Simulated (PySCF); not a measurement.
**Towards the basis-set limit for Te₂**

State: triplet, unpaired electrons π ↑↑. De refers to Te + Te. ROHF-based CCSD(T) in PySCF 2.14 with Te cc-pVTZ-PP with ECP28 and Te cc-pVQZ-PP with ECP28 (frozen core orbitals: 18; scalar-relativistic core potentials). Correlation energies are extrapolated as n⁻³ (n = 3, 4), Hartree–Fock as (n+1)·exp(−9√n).

```json
{"Level": "CCSD(T)/TZ", "Re (Å)": "2.5850", "ωe (cm⁻¹)": "250.3", "ωexe (cm⁻¹)": "0.443", "αe (cm⁻¹)": "8.88e-05", "De (eV)": "2.641"}
{"Level": "CCSD(T)/QZ", "Re (Å)": "2.5730", "ωe (cm⁻¹)": "253.4", "ωexe (cm⁻¹)": "0.446", "αe (cm⁻¹)": "8.88e-05", "De (eV)": "2.808"}
{"Level": "HF/CBS", "Re (Å)": "2.5173", "ωe (cm⁻¹)": "286.3", "ωexe (cm⁻¹)": "0.371", "αe (cm⁻¹)": "7.52e-05", "De (eV)": "0.923"}
{"Level": "MP2/CBS", "Re (Å)": "2.5782", "ωe (cm⁻¹)": "246.1", "ωexe (cm⁻¹)": "0.537", "αe (cm⁻¹)": "9.86e-05", "De (eV)": "3.161"}
{"Level": "CCSD/CBS", "Re (Å)": "2.5505", "ωe (cm⁻¹)": "266.2", "ωexe (cm⁻¹)": "0.421", "αe (cm⁻¹)": "8.37e-05", "De (eV)": "2.626"}
{"Level": "CCSD(T)/CBS", "Re (Å)": "2.5673", "ωe (cm⁻¹)": "255.8", "ωexe (cm⁻¹)": "0.447", "αe (cm⁻¹)": "8.86e-05", "De (eV)": "2.924"}
```

Q: How much is left between CCSD(T)/QZ and the basis-set limit, and how much do the triples give at the limit?

A: CCSD(T)/CBS less CCSD(T)/QZ: -5.7 mÅ in Re, +2.4 cm⁻¹ in ωe and +0.116 eV in De. CCSD(T)/CBS less CCSD/CBS: +16.8 mÅ in Re, -10.4 cm⁻¹ in ωe and +0.298 eV in De.

The T1 diagnostic is 0.018. The state was picked by a PBE0 search and need not be the measured ground state. Spin–orbit coupling, excitations beyond (T) and corrections to the Born–Oppenheimer picture are left out, and spin–orbit coupling matters for open p, d or f shells this heavy.

The whole job (state search and all basis sets along the bond) took about 9 min on 4 threads of Arm Neoverse V1 (shared host), peak memory 11 GiB.
